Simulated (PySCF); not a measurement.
# Bi⁵³⁺: ionisation energy

Bi⁵³⁺ [Ar] 3d10 4s2 → Bi⁵⁴⁺ [Ar] 3d10 4s1 [4s1/2^1, M_J = 1/2], as a difference of total energies. Calculation: PySCF 2.14, in an even-tempered Gaussian basis (16 s from 8.3 bohr⁻², ratio 2.8; 13 p from 11 bohr⁻², ratio 2.8; 8 d from 19 bohr⁻², ratio 2.8; 4 f from 43 bohr⁻², ratio 3); the two-component X2C-1e Hamiltonian. Correlated levels: [Ne] frozen; the 72 highest virtual spinors dropped. "Screened" scales the spin-orbit matrix elements by Boettger's factors to mimic the two-electron term; Breit and QED terms are absent.

| method | ionisation energy (eV) |
| --- | --- |
| GHF (spin-free) | 3309.3 |
| GMP2 (spin-free) | 3312.0 |
| GHF (screened spin-orbit) | 3308.6 |
| GMP2 (screened spin-orbit) | 3311.5 |

**Question.** How much does correlation contribute at GMP2 (screened spin-orbit)?

**Answer.** 3311.5 − (3308.6) = 2.9 eV, measured against GHF (screened spin-orbit).

Breit and QED terms and the two-electron picture change are absent.

For comparison: 3329 ± 5 eV (theoretical estimate listed by NIST; NIST Atomic Spectra Database, ionization energies).
